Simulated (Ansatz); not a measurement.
Reaction (formal exchange of groups at the Si–S bond): `[NH2][AlH][SiH2]S` + `[SiH3]Cl` → `[NH2][AlH][SiH2][SiH2]Cl` + H₂S

Computed with Ansatz on PBE0-D4/def2-TZVP structures; ΔE is electronic, products minus reactants. CCSD(T)/CBS is the MP2 limit (def2-TZVPP, def2-QZVPP) plus CCSD(T) − MP2 in def2-TZVPP, frozen cores. This one scheme is used for every species. DFT in def2-TZVPP. Each species was taken in one conformer, which may not be the lowest.

```csv
level,ΔE (eV)
PBE0-D4,0.31
ωB97X-V,0.38
B2PLYP,0.44
CCSD/def2-TZVPP,0.39
```

(1) What does CCSD(T)/CBS give? (Best estimate.)

Largest T1 diagnostic among the species: 0.013.

Results:

(1) The calculation gave: +0.38 eV. The listed levels differ from it by -0.07, 0.00, 0.06, 0.01 eV.

The D4 term adds −0.08 eV with B3LYP and −0.05 eV with PBE0; it sums over pairs of atoms, weighted by their polarisabilities, and B3LYP, whose exchange is more repulsive, gets the larger term. In def2-TZVPP, CCSD(T) changes the Hartree–Fock value by −0.20 eV (the triples alone add −0.02 eV) and MP2 by −0.12 eV. From PBE to PBE0 (25 % exact exchange), in def2-TZVPP and without D4, ΔE moves by +0.04 eV.

B3LYP here is the variant with VWN-RPA as its local correlation; programs differ in this.
